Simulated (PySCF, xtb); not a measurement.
H9Si4, SMILES [SiH3][Si]([SiH3])[SiH3], multiplicity 2.

Harmonic wavenumbers (cm⁻¹) from GFN2-xTB run with xtb at its own minimum, in rising order: 39, 42, 47, 85, 86, 91, 339, 361, 363, 404, 406, 407, 425, 508, 509, 749, 750, 808, 811, 811, 828, 831, 842, 843, 2167, 2168, 2180, 2200, 2204, 2207, 2212, 2216, 2220.

Question: What does PBE-D3(BJ)/def2-SVP (PySCF 2.14.0) give at its own minimum? (Estimate from the structure and the level; the computed values follow.)

Answer: 64, 64, 67, 71, 83, 83, 313, 441, 441, 450, 462, 462, 518, 555, 555, 813, 813, 858, 893, 893, 896, 898, 900, 900, 2130, 2130, 2134, 2154, 2154, 2157, 2164, 2166, 2166. Paired by order, the mean absolute difference is 49 cm⁻¹ and the zero-point energies are 44.5 and 45.5 kcal/mol.
